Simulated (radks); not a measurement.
Values are calculated unless marked as measured or tabulated.
Problem. I, 53 electrons, occupied as [Kr] 4d10 5s1 5p6 (not the ground configuration). Level of theory: scalar-relativistic Kohn-Sham, PBEsol, spin-polarised, spherical densities, finite nucleus; open shells are filled with parallel spins first (spin-orbit coupling, left out, can overturn this in heavy ions); Fermi nuclear charge, rms radius 4.75 fm (a radial shooting solver on a logarithmic mesh with Libxc functionals). Some entries of the table are withheld. Estimate them.

orbital  occ.  eigenvalue (eV)  <1/r> (bohr^-1)
1s up       1        -32967.42            56.81
1s down     1        -32967.36            56.81
2s up       1        -5095.097            13.02
2s down     1        -5095.062            13.02
2p up       3        -4574.157            12.45
2p down     3        -4574.119            12.45
3s up       1        -1029.247            4.665
3s down     1        -1029.192            4.665
3p up       3        -860.4223            4.436
3p down     3        -860.3659            4.436
3d up       5        -607.3295            4.199
3d down     5        -607.2774            4.199
4s up       1        -181.7468            1.887
4s down     1        -181.6328            1.888
4p up       3        -128.8060              (1)
4p down     3        -128.6736              (2)
4d up       5         -51.6318            1.441
4d down     5         -51.4013            1.445
5s up       1         -18.5575           0.6723
5s down     0         -17.7566           0.6685
5p up       3          -7.9314           0.5374
5p down     3          -7.3165           0.5271

Solution. 
(1) 4p up <1/r> (bohr^-1): 1.728
(2) 4p down <1/r> (bohr^-1): 1.729
